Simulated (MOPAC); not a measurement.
MOPAC input (AM1):

```
AM1 PRECISE GNORM=0.05 LET XYZ UHF MS=0.5 GEO-OK AUX(PRECISION=9) THREADS=1
H7N2OSi2

N     1.21144200 1    1.69920800 1   -0.09679900 1
Si    1.62237000 1    0.00070400 1   -0.03083900 1
O     0.27973300 1   -0.88802700 1   -0.25278200 1
Si   -1.35860800 1   -0.65729200 1   -0.28930600 1
N    -1.95765200 1    0.45581400 1    0.85887600 1
H     2.01002200 1    2.32834600 1    0.01448600 1
H     2.21289600 1   -0.28875900 1    1.30014800 1
H     2.59877100 1   -0.31184100 1   -1.10245600 1
H    -1.69244900 1   -0.16456500 1   -1.64027000 1
H    -1.96954400 1   -1.96937400 1   -0.00206400 1
H    -2.14148200 1    0.18266900 1    1.81069600 1
H    -1.72528200 1    1.43482700 1    0.78921700 1
```

From the output:

```
                                                       MOPAC v23.2.5 Linux

          FINAL HEAT OF FORMATION =        -77.38838 KCAL/MOL =    -323.79300 KJ/MOL

          COSMO AREA              =        148.92 SQUARE ANGSTROMS
          COSMO VOLUME            =        144.31 CUBIC ANGSTROMS

          GRADIENT NORM           =          0.03580          =       0.01033 PER ATOM
          IONIZATION POTENTIAL    =          9.784008 EV
          ALPHA SOMO LUMO (EV)    =        -10.078  1.264
          BETA  SOMO LUMO (EV)    =         -9.784  0.021
          NO. OF ALPHA ELECTRONS  =         16
          NO. OF BETA  ELECTRONS  =         15
          MOLECULAR WEIGHT        =        107.2391         POINT GROUP:  C1

          MOLECULAR DIMENSIONS (Angstroms)

            Atom       Atom       Distance
            H    10    H     6     6.11644
            H    12    H     8     5.13983
            H     7    H     9     3.82972

          SCF CALCULATIONS        =         59

   ATOM   CHEMICAL          X               Y               Z
  NUMBER   SYMBOL      (ANGSTROMS)     (ANGSTROMS)     (ANGSTROMS)

     1       N          1.56831307  *   1.72936699  *  -0.08760430  *
     2      Si          1.76712463  *   0.04505816  *  -0.05125897  *
     3       O          0.23161932  *  -0.71342444  *  -0.20362882  *
     4      Si         -1.50241090  *  -0.69917442  *  -0.27208832  *
     5       N         -2.13301892  *   0.36652951  *   0.87246006  *
     6       H          2.16529495  *   2.49485872  *  -0.04281999  *
     7       H          2.36712273  *  -0.39893577  *   1.20745914  *
     8       H          2.60080652  *  -0.43226422  *  -1.15447842  *
     9       H         -1.88056395  *  -0.32187549  *  -1.62930473  *
    10       H         -1.89696516  *  -2.07761274  *  -0.00530655  *
    11       H         -2.31564124  *   0.12489409  *   1.80882927  *
    12       H         -2.23707181  *   1.33394736  *   0.72152947  *

                             CARTESIAN COORDINATES

   1    N        1.568313072     1.729366989    -0.087604300
   2   Si        1.767124627     0.045058155    -0.051258967
   3    O        0.231619320    -0.713424437    -0.203628821
   4   Si       -1.502410902    -0.699174421    -0.272088320
   5    N       -2.133018922     0.366529509     0.872460060
   6    H        2.165294954     2.494858719    -0.042819995
   7    H        2.367122727    -0.398935767     1.207459142
   8    H        2.600806520    -0.432264224    -1.154478421
   9    H       -1.880563952    -0.321875490    -1.629304732
  10    H       -1.896965159    -2.077612736    -0.005306554
  11    H       -2.315641245     0.124894095     1.808829270
  12    H       -2.237071808     1.333947362     0.721529469

           Empirical Formula: H7 N2 O Si2  =    12 atoms

      MOLECULAR POINT GROUP   :   C1

          ALPHA EIGENVALUES
 -34.12228 -32.34135 -31.59790 -18.00415 -16.81783 -16.62924 -15.44379 -14.57561
 -14.36596 -13.30961 -12.80036 -11.76203 -10.98511 -10.80446 -10.28857 -10.07840
   1.26390   1.78280   1.82629   2.02653   2.17122   2.50331   2.66613   4.06720
   5.60594   5.67426   6.44453

           BETA EIGENVALUES
 -34.15634 -32.34042 -29.06052 -17.93273 -16.80070 -16.42881 -15.29276 -14.38604
 -14.09002 -13.06208 -12.36370 -11.12116 -10.38938 -10.34619  -9.78401   0.02061
   1.24184   1.94810   2.15542   2.18930   2.35266   2.68390   3.02201   4.04529
   5.60566   6.12633   6.44491

              NET ATOMIC CHARGES AND DIPOLE CONTRIBUTIONS

  ATOM NO.   TYPE          CHARGE      No. of ELECS.   s-Pop       p-Pop
    1          N          -0.595360        5.5954     1.69779     3.89757
    2         Si           1.354587        2.6454     0.77130     1.87411
    3          O          -0.906496        6.9065     1.82174     5.08475
    4         Si           1.414917        2.5851     0.76312     1.82196
    5          N          -0.743663        5.7437     1.50461     4.23905
    6          H           0.186147        0.8139     0.81385
    7          H          -0.266533        1.2665     1.26653
    8          H          -0.260977        1.2610     1.26098
    9          H          -0.285819        1.2858     1.28582
   10          H          -0.269790        1.2698     1.26979
   11          H           0.184853        0.8151     0.81515
   12          H           0.188133        0.8119     0.81187
 DIPOLE           X         Y         Z       TOTAL
 POINT-CHG.     0.021     0.127     0.203     0.240
 HYBRID         0.492     1.164     0.749     1.469
 SUM            0.513     1.291     0.952     1.684

          ATOMIC ORBITAL ELECTRON POPULATIONS

     Atom    s        px        py        pz
    1  N   1.69779   1.63273   1.25131   1.01353
    2 Si   0.77130   0.58732   0.54393   0.74285
    3  O   1.82174   1.38885   1.79944   1.89647
    4 Si   0.76312   0.50280   0.66401   0.65515
    5  N   1.50461   1.82985   1.18818   1.22102
    6  H   0.81385
    7  H   1.26653
    8  H   1.26098
    9  H   1.28582
   10  H   1.26979
   11  H   0.81515
   12  H   0.81187

                    (SZ)    =    0.500000
                    (S**2)  =    0.761102

          ATOMIC ORBITAL SPIN POPULATIONS

    Atom   Total    s     px     py     pz
         Atomic
    1  N  1.0399  0.037  0.019  0.045  0.939
    2 Si -0.1370 -0.028 -0.015 -0.040 -0.055
    3  O -0.0098 -0.001 -0.000 -0.005 -0.004
    4 Si -0.0014 -0.000 -0.001 -0.000 -0.000
    5  N -0.0002 -0.000 -0.000 -0.000 -0.000
    6  H -0.0351 -0.035
    7  H  0.0726  0.073
    8  H  0.0711  0.071
    9  H -0.0003 -0.000
   10  H  0.0002  0.000
   11  H  0.0000  0.000
   12  H -0.0000 -0.000

 **********************
 *                    *
 * JOB ENDED NORMALLY *
 *                    *
 **********************

 == MOPAC DONE ==
```

The geometry given is a B3LYP-D3(BJ)/def2-TZVP minimum.
